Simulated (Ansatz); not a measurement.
Two isomers of CH7NSeSi: A = `CN[SiH2][SeH]`, B = `N[SiH2]C[SeH]`.

Calculated with Ansatz (gas phase, PBE0-D4/def2-TZVP geometries, no zero-point term in ΔE). CCSD(T)/CBS adds triple-zeta CCSD(T) − MP2 to the extrapolated MP2 energy (def2 sets, frozen cores). DFT in def2-TZVPP. B3LYP here is the variant with VWN-RPA as its local correlation; programs differ in this. For Se outer-core shells are correlated without core-valence functions, which leaves a few kJ/mol of doubt a bond. Scalar relativity is left out up to krypton. Each species was taken in one conformer, which may not be the lowest.

A:

```xyz
11

C    -1.4893   -0.6002    0.1829
N    -0.3008   -0.0594    0.8100
Si    0.8196    0.9344   -0.0087
Se    1.8229    0.0575   -1.8779
H    -1.3040   -1.5273   -0.3725
H    -2.2664   -0.7916    0.9275
H    -1.8918    0.1291   -0.5246
H     0.0498   -0.6241    1.5678
H     1.8545    1.3057    0.9854
H     0.1175    2.1108   -0.5787
H     2.5880   -0.9348   -1.1111
```

B:

Z-matrix (Å, degrees):
```
Si
C 1 1.871
N 1 1.714 2 108.2
H 1 1.489 2 111.9 3 -117.6
H 1 1.496 2 106.1 3 125.1
Se 2 1.961 1 109.7 3 -60.1
H 2 1.090 1 114.1 3 177.1
H 2 1.092 1 110.2 3 54.6
H 3 1.008 1 118.9 2 56.0
H 3 1.006 1 120.1 2 -159.9
H 6 1.470 2 95.2 1 -54.5
```

Which isomer does CCSD(T)/CBS put lower? Give the gap. (Estimate.)

The calculation gave: A, by 32.6 kJ/mol.

Give E(B) − E(A) in kJ/mol with r2SCAN-D4, ωB97M-V, CCSD(T)/def2-TZVPP, B3LYP, B3LYP-D4, CCSD/def2-TZVPP, B2PLYP. (Estimate.)

The calculation gave: r2SCAN-D4 36.3, ωB97M-V 32.7, CCSD(T)/def2-TZVPP 30.5, B3LYP 39.1, B3LYP-D4 36.6, CCSD/def2-TZVPP 31.9, B2PLYP 35.4. None reverses the order clearly.

Largest T1 diagnostic: 0.010.

In def2-TZVPP, CCSD(T) changes the Hartree–Fock value by −13.5 kJ/mol (the triples alone add −1.4 kJ/mol) and MP2 by −14.7 kJ/mol.
